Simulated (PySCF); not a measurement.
C6H11NSi2.
Bonds: C1–C2, C2–C3 (triple), C3–C4, C4–C5 (triple), C5–C6, C6–N7, N7–Si8, N7–Si9. Hydrogens: H10, H11, H12 on C1; H13, H14 on C6; H15, H16, H17 on Si8; H18, H19, H20 on Si9.

The same species was optimised twice, with GFN2-xTB and with PBE0-D3(BJ)/def2-SVP (PySCF), and the same property calculations (PySCF, gas phase) were run on both structures.

```csv
coordinate,GFN2-xTB,PBE0-D3(BJ)/def2-SVP,change
C5–C6 (Å),1.447,1.462,+0.015
N7–Si9 (Å),1.737,1.752,+0.015
N7–Si8 (Å),1.737,1.752,+0.015
C3–C4 (Å),1.359,1.371,+0.012
C2≡C3 (Å),1.207,1.219,+0.012
C4≡C5 (Å),1.208,1.219,+0.011
C1–C2 (Å),1.442,1.449,+0.007
C6–N7 (Å),1.457,1.463,+0.006
C4–C5–C6 (°),174.7,178.3,+3.6
C3–C4–C5 (°),177.5,179.8,+2.3
C5–C6–N7 (°),112.3,114.3,+2.0
C6–N7–Si8 (°),116.0,117.3,+1.3
C6–N7–Si9 (°),116.0,117.2,+1.2
Si8–N7–Si9 (°),124.9,123.9,-1.0
C2–C3–C4 (°),179.7,179.9,+0.2
C1–C2–C3 (°),179.8,180.0,+0.2
C5–C6–N7–Si8 (°),-82,-85,-3
```

Rotational constants: A = 2096, B = 423.6, C = 397.3 MHz (GFN2-xTB) against A = 2119, B = 398.9, C = 373.5 MHz (PBE0-D3(BJ)/def2-SVP).

On the GFN2-xTB structure: HOMO (eV) -6.84 [PBE0/pcSseg-1]; LUMO (eV) -0.48 [PBE0/pcSseg-1]; dipole (D) 1.14 [PBE0/pcSseg-1]; GIAO shielding of C1 (ppm) 181.3 [PBE0/pcSseg-1]; GIAO shielding of C2 (ppm) 104.0 [PBE0/pcSseg-1]; GIAO shielding of C3 (ppm) 114.8 [PBE0/pcSseg-1]; GIAO shielding of C4 (ppm) 107.7 [PBE0/pcSseg-1]; GIAO shielding of C5 (ppm) 108.7 [PBE0/pcSseg-1]; GIAO shielding of C6 (ppm) 143.3 [PBE0/pcSseg-1]; GIAO shielding of N7 (ppm) 252.0 [PBE0/pcSseg-1]; GIAO shielding of Si8/Si9 (mean) (ppm) 393.0 [PBE0/pcSseg-1].

What do these properties become on the PBE0-D3(BJ)/def2-SVP structure?

| property | level | on GFN2-xTB | on PBE0-D3(BJ)/def2-SVP | change |
| --- | --- | --- | --- | --- |
| HOMO (eV) | PBE0/pcSseg-1 | -6.84 | -6.91 | -0.07 |
| LUMO (eV) | PBE0/pcSseg-1 | -0.48 | -0.62 | -0.14 |
| dipole (D) | PBE0/pcSseg-1 | 1.14 | 1.17 | +0.03 |
| energy, GFN2-xTB geometry as zero (kcal/mol) | PBE0/pcSseg-1 | 0.0 | -2.0 | -2.0 |
| GIAO shielding of C1 (ppm) | PBE0/pcSseg-1 | 181.3 | 179.0 | -2.3 |
| GIAO shielding of C2 (ppm) | PBE0/pcSseg-1 | 104.0 | 103.7 | -0.3 |
| GIAO shielding of C3 (ppm) | PBE0/pcSseg-1 | 114.8 | 113.4 | -1.4 |
| GIAO shielding of C4 (ppm) | PBE0/pcSseg-1 | 107.7 | 106.9 | -0.8 |
| GIAO shielding of C5 (ppm) | PBE0/pcSseg-1 | 108.7 | 108.0 | -0.7 |
| GIAO shielding of C6 (ppm) | PBE0/pcSseg-1 | 143.3 | 142.0 | -1.3 |
| GIAO shielding of N7 (ppm) | PBE0/pcSseg-1 | 252.0 | 250.6 | -1.4 |
| GIAO shielding of Si8/Si9 (mean) (ppm) | PBE0/pcSseg-1 | 393.0 | 391.6 | -1.4 |

The heavy atoms differ by 0.097 Å rms after alignment. Among bonds between heavy atoms C5–C6, N7–Si8 and N7–Si9 change most and about equally (+0.015 Å). Changes are differences of the printed values. Neither structure is proved a minimum here.

The values belong to the conformer `[CH3:1][C:2]#[C:3][C:4]#[C:5][CH2:6][N:7]([SiH3:8])[SiH3:9]`: C5–C6–N7–Si8 -85°.
